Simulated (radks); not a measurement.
Results of a calculation; reference values are marked as such.
Question: Ionisation of the lead ion Pb46+, [Kr], to [Ar] 3d10 4s2 4p5 as the strength of local exchange is varied. Code: a radial shooting solver on a logarithmic mesh with Libxc functionals. Model: Dirac Kohn-Sham, Slater X-alpha exchange (alpha = 2/3 is LDA exchange), no correlation, spin-unpolarised, spherical densities, point nucleus.

| alpha | E(Pb46+) (hartree) | exchange (hartree) | IE (eV) | -e of the level emptied (eV) | <r> of it (bohr) |
|---|---|---|---|---|---|
| 0.667 | -19458.9993 | -281.7370 | 2544.2 | 2512.5 (4p3/2) | 0.3643 |
| 0.687 | -19467.4485 | -290.2796 | 2546.8 | 2515.1 (4p3/2) | 0.3641 |
| 0.704 | -19474.6326 | -297.5452 | 2549.0 | 2517.3 (4p3/2) | 0.3639 |
| 0.829 | -19527.5176 | -351.0913 | 2565.2 | 2533.6 (4p3/2) | 0.3627 |
| 0.86 | -19540.6498 | -364.4041 | 2569.2 | 2537.6 (4p3/2) | 0.3624 |
| 0.917 | -19564.8134 | -388.9172 | 2576.6 | 2545.1 (4p3/2) | 0.3618 |
| 0.992 | -19596.6417 | -421.2398 | 2586.3 | 2554.9 (4p3/2) | 0.3611 |
| ? | -19544.8874 | -368.7014 | 2570.5 | 2538.9 (4p3/2) | 0.3623 |

Which alpha was used in the last row?

Answer: alpha = 0.87. NIST Atomic Spectra Database: 2543 eV (theoretical). The central value is not met in this range of alpha. Spin polarisation and multiplet splitting are left out, so open shells lie too high by an amount that depends on their filling.

Beside tabulated values, note that spin-unpolarised runs miss the spin-polarisation part of the exchange energy of open shells.
